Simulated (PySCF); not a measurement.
Br3In, charge -1, doublet, at a GFN2-xTB geometry (such geometries of metal compounds can be far from the true shape) (a state made from the parent by changing its charge; the spin is typed, not shown lowest) (all electrons, no relativity); M06L/3-21G (PySCF).

Input for PySCF:
```python
from pyscf import gto, scf, dft

mol = gto.Mole()
mol.atom = '''
    In   -0.242139    0.266328    0.544299
    Br   -1.919181   -1.622699   -0.424872
    Br    0.107088    2.147793   -1.368373
    Br    2.151088   -0.897952    1.031226
'''
mol.basis = '3-21g'
mol.charge = -1
mol.spin = 1
mol.verbose = 5
mol.build()

mf = dft.UKS(mol)
mf.xc = 'm06l'
mf.grids.atom_grid = (150, 974)
mf.kernel()
```

Output, abridged:

```
PySCF version 2.14.0

[INPUT] verbose = 5
[INPUT] max_memory = 4000
[INPUT] num. atoms = 4
[INPUT] num. electrons = 155
[INPUT] charge = -1
[INPUT] spin (= nelec alpha-beta = 2S) = 1
[INPUT] symmetry False subgroup None
[INPUT] Mole.unit = angstrom
[INPUT] Symbol           X                Y                Z      unit          X                Y                Z       unit  Magmom
[...]
[INPUT] ---------------- BASIS SET ----------------
[INPUT] l, kappa, [nprim/nctr], expnt,             c_1 c_2 ...
[INPUT] Br
[...]
                                923.69743         0.372041
                                202.52031         0.685873
[...]
                                58.25357          0.093145
                                18.46933          0.961679
[...]
                                6.821752          0.280266
                                2.291629          0.902036
[...]
                                0.499354          1.336012
[...]
                                58.25357          0.601056
                                18.46933          0.41287
[...]
                                6.821752          0.48661
                                2.291629          0.582423
[...]
                                0.499354          0.98407
[...]
                                8.900831          0.511748
                                2.428436          0.575915
[INPUT] In
[...]
                                1848.9136         0.367675
                                406.36833         0.690136
[...]
                                119.7744          0.083444
                                38.66927          0.969688
[...]
                                22.49642          0.059773
                                6.697117          1.082148
[...]
                                2.502158          0.463364
                                0.942025          0.821968
[...]
                                0.16597           1.189893
[...]
                                119.7744          0.609651
                                38.66927          0.397025
[...]
                                22.49642          0.529087
                                6.697117          0.662068
[...]
                                2.502158          0.503676
                                0.942025          0.558181
[...]
                                0.16597           0.990331
[...]
                                28.394632         0.488498
[...]
 -2.07113067e-01 -1.37942730e-01 -1.37936084e-01 -1.10014064e-01
 -9.85765119e-02 -9.85690760e-02 -9.48737155e-02 -9.48707459e-02
 -9.09190227e-02 -2.35572180e-02  1.18703903e-01  1.48281185e-01
  1.48291340e-01  2.89762083e-01  3.31229140e-01  3.42896454e-01
  3.42907012e-01  7.87454438e-01  7.87460422e-01  8.01109226e-01
  8.06009000e-01  8.06017349e-01  8.40312164e-01  8.52068984e-01
  8.68432459e-01  8.68442235e-01  9.76855240e-01  9.76873361e-01
  1.15022111e+00]
  beta  mo_energy =
[-9.80080972e+02 -4.78586780e+02 -4.78586685e+02 -4.78586668e+02
 -1.44261598e+02 -1.34075992e+02 -1.34075992e+02 -1.34075914e+02
 -6.17834836e+01 -6.17833549e+01 -6.17833386e+01 -5.53047593e+01
 -5.53046687e+01 -5.53046525e+01 -5.53031464e+01 -5.53031234e+01
 -5.53031190e+01 -5.53030192e+01 -5.53029685e+01 -5.53029669e+01
 -2.75053050e+01 -2.32427110e+01 -2.32423893e+01 -2.32423892e+01
 -1.60413083e+01 -1.60413082e+01 -1.60409411e+01 -1.60406111e+01
 -1.60406110e+01 -8.43364007e+00 -8.43362411e+00 -8.43361391e+00
 -6.16962329e+00 -6.16960812e+00 -6.16959865e+00 -6.16253754e+00
 -6.16252193e+00 -6.16251202e+00 -6.16217089e+00 -6.16215423e+00
 -6.16214344e+00 -4.10647813e+00 -2.72024618e+00 -2.72023428e+00
 -2.72023396e+00 -2.22587900e+00 -2.22586508e+00 -2.22577766e+00
 -2.22398791e+00 -2.22391123e+00 -2.22389974e+00 -2.22370323e+00
 -2.22368469e+00 -2.22362757e+00 -2.21853384e+00 -2.21852905e+00
 -2.21851707e+00 -2.21851391e+00 -2.21850715e+00 -2.21850276e+00
 -6.39284486e-01 -6.39283556e-01 -6.36105121e-01 -6.35190849e-01
 -6.35190524e-01 -5.27218667e-01 -5.18655462e-01 -5.18645577e-01
 -1.98283008e-01 -1.29846128e-01 -1.29838827e-01 -1.04877825e-01
 -9.45131232e-02 -9.45033665e-02 -9.16597136e-02 -9.16538133e-02
 -8.77162834e-02 -1.48247934e-03  1.21617782e-01  1.51830979e-01
  1.51843673e-01  2.88474940e-01  3.35609493e-01  3.35991067e-01
  3.36000173e-01  7.88446074e-01  7.88450666e-01  8.02283377e-01
  8.07762779e-01  8.07769248e-01  8.41692646e-01  8.55352901e-01
  8.70137565e-01  8.70148229e-01  9.80353936e-01  9.80366991e-01
  1.15250230e+00]
multiplicity <S^2> = 0.7513973  2S+1 = 2.0013968
nelec by numeric integration = [78.00000292 77.00000292]
E1 = -21531.936665503912  E2 = 6679.65184899389  Ecoul = 7109.949660597309  Exc = -430.29781160341884
Extra cycle  E= -13402.3135388349  delta_E= 5.46e-11  |g|= 1.63e-07  |ddm|= 1.66e-06
converged SCF energy = -13402.3135388349  <S^2> = 0.7513973  2S+1 = 2.0013968
```
